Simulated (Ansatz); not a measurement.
Geometry optimisation, RKS PBE-D4/def2-SVP in Ansatz 0.2.0.

The input (input.yaml):

```yaml
crystal:
  periodic: [false, false, false]
  atoms:
    - { symbol: C, position_ang: [-1.4822, 1.3375, -0.3786] }
    - { symbol: C, position_ang: [-1.1827, 0.5203, -1.3477] }
    - { symbol: Al, position_ang: [0.1237, -0.8935, -1.0398] }
    - { symbol: Si, position_ang: [1.2694, -1.0801, 1.0818] }
    - { symbol: O, position_ang: [2.0679, 0.3394, 1.4163] }
    - { symbol: H, position_ang: [-1.0924, 1.3437, 0.5996] }
    - { symbol: H, position_ang: [-2.2412, 2.1534, -0.5929] }
    - { symbol: H, position_ang: [-1.5933, 0.6106, -2.3371] }
    - { symbol: H, position_ang: [0.5352, -1.8983, -2.1534] }
    - { symbol: H, position_ang: [2.1251, -2.2301, 1.0904] }
    - { symbol: H, position_ang: [0.1592, -1.3081, 2.1373] }
    - { symbol: H, position_ang: [1.3883, 1.0499, 1.5581] }
basis:
  gaussian: { orbitals: def2-SVP }
hamiltonian:
  xc: pbe
  dispersion: d4
relax:
  f_tol: 0.02
  max_steps: 50
```

Command:

```bash
$ ansatz run input.yaml --threads 2 --pin off --max-ram 3072MiB --backend cpu --events-out ev --progress --plain --runs-dir out
```

Where does it end, and by what steps?

It converged. After 23 steps the energy has fallen by 0.542 eV; O5 moved furthest, 1.11 Å.

| step | energy less start (eV) | largest force component (eV/Å) | accepted |
| --- | --- | --- | --- |
| 0 | 0.0000 | 2.979 | yes |
| 1 | -0.3658 | 1.024 | yes |
| 2 | -0.4055 | 0.752 | yes |
| 3 | -0.4430 | 0.426 | yes |
| 4 | -0.4607 | 0.252 | yes |
| 5 | -0.4722 | 0.131 | yes |
| 6 | -0.4778 | 0.164 | yes |
| 7 | -0.4793 | 0.473 | yes |
| 8 | -0.4821 | 0.274 | yes |
| 9 | -0.4855 | 0.095 | yes |
| 10 | -0.4886 | 0.062 | yes |
| 11 | -0.4901 | 0.103 | yes |
| 12 | -0.4907 | 0.189 | yes |
| 13 | -0.4924 | 0.149 | yes |
| 14 | -0.5009 | 0.200 | yes |
| 15 | -0.5053 | 0.418 | yes |
| 16 | -0.5273 | 0.375 | yes |
| 17 | -0.5308 | 0.307 | yes |
| 18 | -0.5367 | 0.114 | yes |
| 19 | -0.5376 | 0.139 | yes |
| 20 | -0.5418 | 0.054 | yes |
| 21 | -0.5398 | 0.398 | no |
| 22 | -0.5424 | 0.023 | yes |
| 23 | -0.5425 | 0.019 | yes |

```xyz
12
Properties=species:S:1:pos:R:3
C -1.288 1.454 -0.441
C -1.087 0.537 -1.421
Al -0.007 -1.058 -1.069
Si 1.146 -1.099 1.126
O 1.069 0.422 1.902
H -0.830 1.344 0.560
H -1.918 2.354 -0.581
H -1.589 0.727 -2.391
H 0.086 -2.255 -2.137
H 2.581 -1.583 1.026
H 0.470 -2.041 2.091
H 1.445 1.143 1.368
```

Time of the run: 69 s on 2 threads of Arm Neoverse V1 (shared host), peak memory 0.15 GiB.
